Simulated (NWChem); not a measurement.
System: C$_{2}$H$_{3}$Cl$_{2}$In; SMILES [Cl][In]([Cl])[CH]=C

Input file for NWChem:

```
start job
memory heap 200 mb stack 900 mb global 1100 mb
geometry units angstroms
  In    -0.032732    -0.116937    -0.043613
  Cl    -0.557792    -1.138367     1.966552
  Cl     0.643132     2.083365     0.191024
  C     -0.139209    -1.079553    -2.049058
  C      0.184651    -0.397706    -3.125738
  H     -0.465223    -2.110560    -2.065966
  H      0.142921    -0.838573    -4.115136
  H      0.507765     0.633813    -3.077456
end
basis spherical
  * library def2-svp
end
ecp
  In library def2-ecp
end
dft
  xc pbe0
  iterations 150
end
driver
  maxiter 120
end
task dft optimize
```

Parts of the log:

```
             Northwest Computational Chemistry Package (NWChem) 7.3.0
             --------------------------------------------------------

 CS  symmetry detected

                             Geometry "geometry" -> ""
                             -------------------------

 Output coordinates in angstroms (scale by  1.889725989 to convert to a.u.)

  No.       Tag          Charge          X              Y              Z
 ---- ---------------- ---------- -------------- -------------- --------------
    1 In                  49.0000    -0.10619471     0.04442727     0.00000000
    2 Cl                  17.0000    -0.67454041     2.28869857     0.00000000
    3 Cl                  17.0000     2.17755389    -0.32660893     0.00000000
    4 C                    6.0000    -1.54708282    -1.65369463     0.00000000
    5 C                    6.0000    -1.10619308    -2.89250724     0.00000000
    6 H                    1.0000    -2.59560945    -1.38885814     0.00000000
    7 H                    1.0000    -1.78257487    -3.73957346     0.00000000
    8 H                    1.0000    -0.04984838    -3.12681712     0.00000000

 Effective nuclear repulsion energy (a.u.)     654.1118632968

      Symmetry information
      --------------------

 Group name             Cs
 Group number              2
 Group order               2
 No. of unique centers     8

                                Z-matrix (autoz)
                                --------

 Units are Angstrom for bonds and degrees for angles

[...]

      ----------------------
      Optimization converged
      ----------------------

  Step       Energy      Delta E   Gmax     Grms     Xrms     Xmax
  ---- ---------------- -------- -------- -------- -------- --------
@   11   -1187.87482432  1.9D-07  0.00005  0.00001  0.00022  0.00051
                                     ok       ok       ok       ok

                                Z-matrix (autoz)
                                --------

 Units are Angstrom for bonds and degrees for angles

      Type          Name      I     J     K     L     M      Value     Gradient
      ----------- --------  ----- ----- ----- ----- ----- ---------- ----------
    1 Stretch                  1     2                       2.34114    0.00003
    2 Stretch                  1     3                       2.34854    0.00003
    3 Stretch                  1     4                       2.12088   -0.00000
    4 Stretch                  4     5                       1.33639   -0.00002
    5 Stretch                  4     6                       1.09547   -0.00005
    6 Stretch                  5     7                       1.09749    0.00001
    7 Stretch                  5     8                       1.09583    0.00002
    8 Bend                     1     4     5               120.22904    0.00001
    9 Bend                     1     4     6               119.18437   -0.00001
   10 Bend                     2     1     3               113.43195   -0.00001
   11 Bend                     2     1     4               127.22341   -0.00000
   12 Bend                     3     1     4               119.34463    0.00001
   13 Bend                     4     5     7               121.36889    0.00000
   14 Bend                     4     5     8               122.61347   -0.00000
   15 Bend                     5     4     6               120.58659   -0.00000
   16 Bend                     7     5     8               116.01764   -0.00000
   17 Torsion                  1     4     5     7         180.00000    0.00000
   18 Torsion                  1     4     5     8           0.00000    0.00000
   19 Torsion                  2     1     4     5         180.00000    0.00000
   20 Torsion                  2     1     4     6           0.00000    0.00000
   21 Torsion                  3     1     4     5           0.00000    0.00000
   22 Torsion                  3     1     4     6         180.00000    0.00000
   23 Torsion                  6     4     5     7          -0.00000    0.00000
   24 Torsion                  6     4     5     8         180.00000    0.00000

                         Geometry "geometry" -> "geometry"
                         ---------------------------------

 Output coordinates in angstroms (scale by  1.889725989 to convert to a.u.)

  No.       Tag          Charge          X              Y              Z
 ---- ---------------- ---------- -------------- -------------- --------------
    1 In                  49.0000    -0.16467644     0.01807793     0.00000000
    2 Cl                  17.0000    -0.68221496     2.30129500     0.00000000
    3 Cl                  17.0000     2.14332600    -0.41637542     0.00000000
    4 C                    6.0000    -1.52809440    -1.60648535     0.00000000
    5 C                    6.0000    -1.07615784    -2.86413996     0.00000000
    6 H                    1.0000    -2.60408318    -1.40082562     0.00000000
    7 H                    1.0000    -1.76482441    -3.71867300     0.00000000
    8 H                    1.0000    -0.00776461    -3.10780726     0.00000000

[...]
```

Level: PBE0/def2-SVP with def2 effective core potentials on In. Not confirmed as a minimum by frequencies. def2 effective core potentials on In; no spin-orbit coupling.
